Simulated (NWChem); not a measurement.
System: C$_{2}$H$_{5}$FOSi; SMILES CC([SiH2]F)=O

NWChem input:

```
start job
memory heap 200 mb stack 900 mb global 1100 mb
geometry units angstroms noautosym nocenter noautoz
  C     -1.491172     1.194466     0.000000
  C     -0.016265     0.860554     0.000000
  O      0.853070     1.720424     0.000000
  Si     0.678161    -0.934415     0.000000
  F     -0.511345    -2.033962     0.000000
  H     -1.976840     0.751612    -0.879728
  H     -1.634524     2.278857     0.000000
  H     -1.976840     0.751612     0.879728
  H      1.499940    -1.103265    -1.222541
  H      1.499940    -1.103265     1.222541
end
basis spherical
  * library pcsseg-1
end
dft
  xc pbe0
  iterations 150
end
property
  shielding 8 1 2 3 4 5 6 7 9
end
task dft property
```

NWChem printed, in part:

```
             Northwest Computational Chemistry Package (NWChem) 7.3.0
             --------------------------------------------------------

                             Geometry "geometry" -> ""
                             -------------------------

 Output coordinates in angstroms (scale by  1.889725989 to convert to a.u.)

  No.       Tag          Charge          X              Y              Z
 ---- ---------------- ---------- -------------- -------------- --------------
    1 C                    6.0000    -1.49117200     1.19446600     0.00000000
    2 C                    6.0000    -0.01626500     0.86055400     0.00000000
    3 O                    8.0000     0.85307000     1.72042400     0.00000000
    4 Si                  14.0000     0.67816100    -0.93441500     0.00000000
    5 F                    9.0000    -0.51134500    -2.03396200     0.00000000
    6 H                    1.0000    -1.97684000     0.75161200    -0.87972800
    7 H                    1.0000    -1.63452400     2.27885700     0.00000000
    8 H                    1.0000    -1.97684000     0.75161200     0.87972800
    9 H                    1.0000     1.49994000    -1.10326500    -1.22254100
   10 H                    1.0000     1.49994000    -1.10326500     1.22254100

 Effective nuclear repulsion energy (a.u.)     222.9002553378

                              NWChem Property Module
                              ----------------------

  itol2e modified to match energy
  convergence criterion.

                                 NWChem DFT Module
                                 -----------------

 Summary of "ao basis" -> "ao basis" (spherical)
 ------------------------------------------------------------------------------
       Tag                 Description            Shells   Functions and Types
 ---------------- ------------------------------  ------  ---------------------
 C                          pcsseg-1                 7       17   3s3p1d
 O                          pcsseg-1                 7       17   3s3p1d
 Si                         pcsseg-1                10       24   4s5p1d
 F                          pcsseg-1                 7       17   3s3p1d
 H                          pcsseg-1                 3        5   2s1p

  itol2e modified to match energy
  convergence criterion.

            General Information
            -------------------
          SCF calculation type: DFT
          Wavefunction type:  closed shell.
          No. of atoms     :    10
          No. of electrons :    48
           Alpha electrons :    24
            Beta electrons :    24
          Charge           :     0
          Spin multiplicity:     1
          Use of symmetry is: off; symmetry adaption is: off
          Maximum number of iterations: 150
          AO basis - number of functions:   117
                     number of shells:    53
          Convergence on energy requested:  1.00D-07
          Convergence on density requested:  1.00D-05
          Convergence on gradient requested:  5.00D-04

              XC Information
              --------------
                         PBE0 Method XC Functional
                     Hartree-Fock (Exact) Exchange  0.250
          PerdewBurkeErnzerhof Exchange Functional  0.750
            Perdew 1991 LDA Correlation Functional  1.000 local
           PerdewBurkeErnz. Correlation Functional  1.000 non-local

             Grid Information
             ----------------
          Grid used for XC integration:  fine
          Radial quadrature: Mura-Knowles
          Angular quadrature: Lebedev.
          Tag              B.-S. Rad. Rad. Pts. Rad. Cut. Ang. Pts.
          ---              ---------- --------- --------- ---------
          C                   0.70       70          11.0       590
          O                   0.60       70          10.0       590
          Si                  1.10      123          11.0       770
          F                   0.50       70          12.0       590
          H                   0.35       60          12.0       590
          Grid pruning is: on
          Number of quadrature shells:   703
          Spatial weights used:  Erf1

      Superposition of Atomic Density Guess
      -------------------------------------

 Sum of atomic energies:        -540.72512891

      Non-variational initial energy
      ------------------------------

 Total energy =    -542.642200
 1-e energy   =   -1188.883535
 2-e energy   =     423.341080
 HOMO         =      -0.287747
 LUMO         =      -0.047515

   convergence    iter        energy       DeltaE   RMS-Dens  Diis-err
 ---------------- ----- ----------------- --------- --------- ---------
 d= 0,ls=0.0,diis     1   -543.2514708818 -7.66D+02  1.46D-02  1.30D+00
 d= 0,ls=0.0,diis     2   -542.9283578202  3.23D-01  1.03D-02  4.85D+00
 d= 0,ls=0.0,diis     3   -543.3860268935 -4.58D-01  1.97D-03  8.58D-02
 d= 0,ls=0.0,diis     4   -543.3895694947 -3.54D-03  1.00D-03  5.27D-02
 d= 0,ls=0.0,diis     5   -543.3937640452 -4.19D-03  1.45D-04  5.20D-04
  Resetting Diis
 d= 0,ls=0.0,diis     6   -543.3938087630 -4.47D-05  3.41D-05  3.39D-05
 d= 0,ls=0.0,diis     7   -543.3938121393 -3.38D-06  2.68D-05  3.50D-06
 d= 0,ls=0.0,diis     8   -543.3938117990  3.40D-07  1.40D-05  7.31D-06
 d= 0,ls=0.0,diis     9   -543.3938125300 -7.31D-07  2.60D-06  5.01D-07
 d= 0,ls=0.0,diis    10   -543.3938125754 -4.54D-08  6.70D-07  3.74D-09

         Total DFT energy =     -543.393812575366
      One electron energy =    -1192.671707991713
           Coulomb energy =      478.668871945866
    Exchange-Corr. energy =      -52.291231867318
 Nuclear repulsion energy =      222.900255337798

 Numeric. integr. density =       48.000000672452

                       DFT Final Molecular Orbital Analysis
                       ------------------------------------

 Vector   22  Occ=2.000000D+00  E=-3.949765D-01
              MO Center= -8.9D-02,  6.0D-01,  7.2D-10, r^2= 4.2D+00
   Bfn.  Coefficient  Atom+Function         Bfn.  Coefficient  Atom+Function
  ----- ------------  ---------------      ----- ------------  ---------------
    41      0.238179   3 O  px               98      0.237700   7 H  s
    25     -0.198570   2 C  py               44      0.198146   3 O  px
     8      0.189084   1 C  py               20      0.164997   2 C  s
    65     -0.145641   4 Si px              108     -0.145502   9 H  s
   113     -0.145502  10 H  s                11      0.135265   1 C  py

 Vector   23  Occ=2.000000D+00  E=-3.613865D-01
              MO Center=  9.9D-01, -7.5D-01, -4.3D-09, r^2= 3.3D+00
   Bfn.  Coefficient  Atom+Function         Bfn.  Coefficient  Atom+Function
  ----- ------------  ---------------      ----- ------------  ---------------
   108     -0.310342   9 H  s               113      0.310342  10 H  s
    67      0.293451   4 Si pz              109     -0.210822   9 H  s
   114      0.210822  10 H  s                87     -0.183452   5 F  pz
    84     -0.179668   5 F  pz               43     -0.173790   3 O  pz
    46     -0.157047   3 O  pz               81     -0.097396   5 F  pz

 Vector   24  Occ=2.000000D+00  E=-2.664737D-01
              MO Center=  3.8D-01,  1.0D+00,  2.0D-09, r^2= 2.5D+00
   Bfn.  Coefficient  Atom+Function         Bfn.  Coefficient  Atom+Function
  ----- ------------  ---------------      ----- ------------  ---------------
    45      0.313556   3 O  py               42      0.290493   3 O  py
    44     -0.259327   3 O  px               41     -0.252594   3 O  px
    20      0.212421   2 C  s                 3     -0.197782   1 C  s
    66      0.192996   4 Si py                7     -0.188773   1 C  px
    54      0.179658   4 Si s                39      0.153209   3 O  py

 Vector   25  Occ=0.000000D+00  E=-5.406624D-02
              MO Center=  2.2D-01,  8.3D-01, -3.0D-09, r^2= 2.5D+00
   Bfn.  Coefficient  Atom+Function         Bfn.  Coefficient  Atom+Function
  ----- ------------  ---------------      ----- ------------  ---------------
    29      0.540778   2 C  pz               46     -0.446255   3 O  pz
    26      0.372240   2 C  pz              109      0.333941   9 H  s
   114     -0.333941  10 H  s                70      0.318710   4 Si pz
    43     -0.295355   3 O  pz               23      0.162669   2 C  pz
    40     -0.161047   3 O  pz               94      0.129168   6 H  s

[...]

          -----------------------------------------
          Chemical Shielding Tensors (GIAO, in ppm)
          -----------------------------------------

                                NWChem CPHF Module
                                ------------------

  scftype          =     RHF
  nclosed          =       24
  nopen            =        0
  variables        =     2232
  # of vectors     =        3
  tolerance        = 0.10D-03
  level shift      = 0.00D+00
  max iterations   =       50
  max subspace     =       30

 SCF residual:    4.5740289215048306E-005

Iterative solution of linear equations
  No. of variables     2232
  No. of equations        3
  Maximum subspace       30
        Iterations       50
       Convergence  1.0D-04

   iter   nsub   residual    time
   ----  ------  --------  ---------
     1      3    9.97D-01      45.6
     2      6    1.83D-01      50.7
     3      9    9.35D-03      55.9
     4     12    7.70D-04      61.1
     5     15    3.26D-05      66.2

      Atom:    1  C
        Diamagnetic
    260.7476     -3.5689     -0.0000
     -3.5689    247.3517     -0.0000
     -0.0000     -0.0000    244.4460

        Paramagnetic
    -91.0766    -29.9411     -0.0000
    -29.9411   -121.2816     -0.0000
     -0.0000     -0.0000   -107.5454

        Total Shielding Tensor
    169.6710    -33.5100     -0.0000
    -33.5100    126.0700     -0.0000
     -0.0000     -0.0000    136.9005

           isotropic =     144.2139
          anisotropy =      65.4508

          Principal Components and Axis System
                 1           2           3
              187.8477    136.9005    107.8933

      1         0.8790     -0.0000      0.4768
      2        -0.4768     -0.0000      0.8790
      3         0.0000      1.0000      0.0000

      Atom:    2  C
        Diamagnetic
    264.6454      3.4217      0.0000
      3.4217    260.9103     -0.0000
      0.0000     -0.0000    238.8383

        Paramagnetic
   -418.6413    -23.6952     -0.0000
    -23.6952   -392.3221      0.0000
     -0.0000      0.0000   -143.9508

        Total Shielding Tensor
   -153.9958    -20.2735     -0.0000
    -20.2735   -131.4119      0.0000
     -0.0000      0.0000     94.8875

           isotropic =     -63.5067
          anisotropy =    -153.6048

          Principal Components and Axis System
                 1           2           3
             -165.9099   -119.4978     94.8875

      1         0.8621     -0.5067     -0.0000
      2         0.5067      0.8621      0.0000
      3         0.0000     -0.0000      1.0000

      Atom:    3  O
        Diamagnetic
    405.1721     13.7473     -0.0000
     13.7473    405.5524      0.0000
     -0.0000      0.0000    396.3913

        Paramagnetic
  -1423.3028   -449.0359     -0.0000
   -449.0359  -1331.6735      0.0000
     -0.0000      0.0000    -34.1425

        Total Shielding Tensor
  -1018.1307   -435.2885     -0.0000
   -435.2885   -926.1211      0.0000
     -0.0000      0.0000    362.2488

           isotropic =    -527.3343
          anisotropy =   -1323.7566

          Principal Components and Axis System
                 1           2           3
            -1409.8388   -534.4131    362.2488

      1         0.7433     -0.6689     -0.0000
      2         0.6689      0.7433      0.0000
      3         0.0000     -0.0000      1.0000

      Atom:    4  Si
        Diamagnetic
    879.0465      1.7858     -0.0000
      1.7858    884.2125     -0.0000
     -0.0000     -0.0000    873.0417

        Paramagnetic
   -490.4092     76.2643      0.0000
     76.2643   -478.4014      0.0000
      0.0000      0.0000   -502.4429

        Total Shielding Tensor
    388.6374     78.0501      0.0000
     78.0501    405.8111      0.0000
      0.0000      0.0000    370.5987

           isotropic =     388.3491
          anisotropy =     131.0943

          Principal Components and Axis System
                 1           2           3
              475.7453    370.5987    318.7032

      1         0.6673     -0.0000      0.7448
      2         0.7448     -0.0000     -0.6673
      3         0.0000      1.0000      0.0000

      Atom:    5  F
        Diamagnetic
    478.1002     13.2620      0.0000
     13.2620    479.0094      0.0000
      0.0000      0.0000    461.5500

        Paramagnetic
    -80.4257    -15.2667     -0.0000
    -15.2667    -65.3239      0.0000
     -0.0000      0.0000   -106.5680

        Total Shielding Tensor
    397.6746     -2.0047     -0.0000
     -2.0047    413.6855      0.0000
     -0.0000      0.0000    354.9820

           isotropic =     388.7807
          anisotropy =      37.7279

          Principal Components and Axis System
                 1           2           3
              413.9326    397.4274    354.9820

      1        -0.1224      0.9925      0.0000
      2         0.9925      0.1224     -0.0000
      3         0.0000     -0.0000      1.0000

      Atom:    6  H
        Diamagnetic
     31.3659      1.4947      7.2340
      1.4947     25.3133      3.6983
      7.2340      3.6983     30.8225

        Paramagnetic
     -3.8855     -1.8552     -4.9464
     -1.8552      3.2868     -3.1393
     -4.9464     -3.1393     -0.9985

        Total Shielding Tensor
     27.4804     -0.3605      2.2876
     -0.3605     28.6001      0.5590
      2.2876      0.5590     29.8240

           isotropic =      28.6348
          anisotropy =       3.9299

          Principal Components and Axis System
                 1           2           3
               31.2548     28.7039     25.9459

      1         0.5073     -0.2469      0.8256
      2         0.1110      0.9688      0.2214
      3         0.8546      0.0207     -0.5189

      Atom:    7  H
        Diamagnetic
     28.0406     -5.1923     -0.0000
     -5.1923     37.4393     -0.0000
     -0.0000     -0.0000     21.4345

        Paramagnetic
      0.2173      2.7837     -0.0000
      2.7837     -5.1310     -0.0000
     -0.0000     -0.0000      5.1361

        Total Shielding Tensor
     28.2579     -2.4086     -0.0000
     -2.4086     32.3083     -0.0000
     -0.0000     -0.0000     26.5706

           isotropic =      29.0456
          anisotropy =       6.5766

          Principal Components and Axis System
                 1           2           3
               33.4300     27.1362     26.5706

      1        -0.4222      0.9065      0.0000
      2         0.9065      0.4222      0.0000
      3        -0.0000     -0.0000      1.0000

      Atom:    8  H
        Diamagnetic
     28.0162     -1.6101     -7.2082
     -1.6101     25.1947      2.2318
     -7.2082      2.2318     31.0375

        Paramagnetic
     -0.7326      2.3297      3.9279
      2.3297     -0.2560     -1.5284
      3.9279     -1.5284     -3.4055

        Total Shielding Tensor
     27.2837      0.7197     -3.2802
      0.7197     24.9388      0.7034
     -3.2802      0.7034     27.6320

           isotropic =      26.6181
          anisotropy =       6.1869

          Principal Components and Axis System
                 1           2           3
               30.7427     25.6324     23.4793

      1        -0.6878      0.4135      0.5966
      2         0.0027      0.8233     -0.5676
      3         0.7259      0.3888      0.5674
```

Level: PBE0/pcSseg-1, GIAO. Coordinates come from a B3LYP/6-31G* (spherical d) optimisation. The output numbers the shielded atoms by their place in the input's list. The printed shielding anisotropy is the first printed principal value minus the mean of the other two.
